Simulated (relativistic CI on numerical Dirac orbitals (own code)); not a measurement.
Method of calculation: Dirac-Coulomb-Breit CI, KLI orbitals optimised for each configuration, model QED, unscaled Slater integrals (own radial code, finite nucleus).

The strongest absorption lines from the ground level of an ion, among the configurations computed and to levels below about 3010 eV (vacuum wavelength in nm, gf): 0.42055 (0.11), 0.42499 (0.065), 0.54379 (0.0013), 0.58099 (0.1), 0.58748 (0.24), 0.60291 (0.24), 4.3864 (0.52), 10.805 (0.052).

Problem. Which ion is it?
A. La45+
B. Pm49+
C. Tm57+
D. Pm47+

Solution. B. Pm49+ has 12 electrons and the ground level 3s² ¹S0; the strongest line goes to 3s3p ¹P°1. The pattern of lines fixes the number of electrons, and along that sequence the line energies rise steadily with the charge (about as its square where n changes within one kind of shell, about linearly where n is kept but much faster in heavy ions where fine structure, which grows about as Z⁴, sets the gap, and irregularly where shells cross), which fixes Z. Configurations outside the model, such as inner-shell arrays, can give stronger lines. At this charge energies of transitions that change n are usually good to better than 1 %, and those within a shell (Δn = 0) to a few per cent.

LS names give the leading component of a level, which can be under half, so a name can repeat, a term be missing and a line seem to break the LS rules.
